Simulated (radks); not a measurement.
Values are calculated unless marked as measured or tabulated.
Question: Sc IV, 18 electrons, occupied as [Ar] (the NIST ground configuration). Code: a radial shooting solver on a logarithmic mesh with Libxc functionals. Model: Dirac Kohn-Sham, LB94 model potential, spin-unpolarised, spherical densities, finite nucleus; Fermi nuclear charge, rms radius 3.5459 fm. Some entries of the table are withheld. Estimate them.

orbital,occ.,eigenvalue (eV),r(max) (bohr),<1/r> (bohr^-1)
1s1/2,2,-4491.739,0.04780,20.81
2s1/2,2,-529.2872,0.2840,4.305
2p1/2,2,-446.6032,0.2304,(1)
2p3/2,4,-441.8450,0.2326,(2)
3s1/2,2,-94.1315,0.9194,1.324
3p1/2,2,(3),0.9514,1.216
3p3/2,4,(4),0.9580,1.205

Answer: 
(1) 2p1/2 <1/r> (bohr^-1): 4.258
(2) 2p3/2 <1/r> (bohr^-1): 4.208
(3) 3p1/2 eigenvalue (eV): -73.0953
(4) 3p3/2 eigenvalue (eV): -72.5362
